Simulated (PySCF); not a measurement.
Molecular orbitals of HBr

PBE at R = 1.430 Å; basis H aug-cc-pVDZ, Br aug-cc-pVDZ-PP with ECP10; scalar-relativistic core potentials; PySCF 2.14. State: ¹Σ⁺ (singlet), closed shell. Only the outer orbitals are listed, counted within each symmetry, core potentials removing the inner ones.

```json
{"orbital": "4σ", "occ.": "2", "ε (eV)": "-20.51", "on H (%)": "8", "main shells (%)": "90 Br s"}
{"orbital": "5σ", "occ.": "2", "ε (eV)": "-11.13", "on H (%)": "36", "main shells (%)": "56 Br p, 36 H s"}
{"orbital": "3π", "occ.": "2", "ε (eV)": "-7.39", "on H (%)": "2", "main shells (%)": "98 Br p"}
{"orbital": "3π", "occ.": "2", "ε (eV)": "-7.39", "on H (%)": "2", "main shells (%)": "98 Br p"}
{"orbital": "6σ", "occ.": "0", "ε (eV)": "-1.51", "on H (%)": "97", "main shells (%)": "94 H s, 16 Br p"}
{"orbital": "7σ", "occ.": "0", "ε (eV)": "0.54", "on H (%)": "72", "main shells (%)": "72 H s, 12 Br p, 9 Br d"}
{"orbital": "8σ", "occ.": "0", "ε (eV)": "1.14", "on H (%)": "5", "main shells (%)": "71 Br p, 24 Br s, 10 H s"}
```

Which are the highest filled and the lowest empty level, where do they sit, and how wide is the gap?

Highest filled 3π at -7.39 eV (in %: 98 Br p); lowest empty 6σ at -1.51 eV (in %: 94 H s, 16 Br p); the gap at PBE is 5.88 eV.

| Item | Value |
| --- | --- |
| bond order (Mayer) | 1.12 |
| ⟨S²⟩ | 0.000 |
| charge on H (Mulliken, basis-dependent) | 0.02 |
| charge on H (Löwdin, basis-dependent) | -0.16 |
| dipole moment (positive dipole means H(−)Br(+)) | -0.77 D |
| polarisability along the bond | 25.0 bohr³ |
| polarisability across the bond | 23.0 bohr³ |
